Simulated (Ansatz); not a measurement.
BH4NO (SMILES NBO) moved off its minimum; all values from Ansatz (a program for electronic structure), cores frozen in correlated methods.
(charge 0, multiplicity 1)
```xyz
7

B     -0.24152    -0.34286     0.22560
H     -1.03448    -0.99052     0.54446
O      1.02830    -0.63595     0.48025
H      1.70827     0.11367    -0.00530
N     -0.80353     0.86540    -0.51145
H     -1.70818     0.94055    -0.81041
H     -0.07880     1.29869    -1.05148
```

Problem. Give the forces (eV/Å), the total energy and the dipole at CCSD(T)/cc-pVTZ.

Solution. 
```json
[
 {"atom": "B1", "Fx": "-1.387", "Fy": "4.433", "Fz": "-2.716"},
 {"atom": "H2", "Fx": "-2.562", "Fy": "-2.753", "Fz": "1.609"},
 {"atom": "O3", "Fx": "4.551", "Fy": "3.176", "Fz": "-2.047"},
 {"atom": "H4", "Fx": "-2.851", "Fy": "-3.185", "Fz": "2.161"},
 {"atom": "N5", "Fx": "4.977", "Fy": "-2.545", "Fz": "2.426"},
 {"atom": "H6", "Fx": "-2.339", "Fy": "0.112", "Fz": "-0.927"},
 {"atom": "H7", "Fx": "-0.388", "Fy": "0.761", "Fz": "-0.506"}
]
```
Energy -157.0416 hartree, dipole 2.29 D.
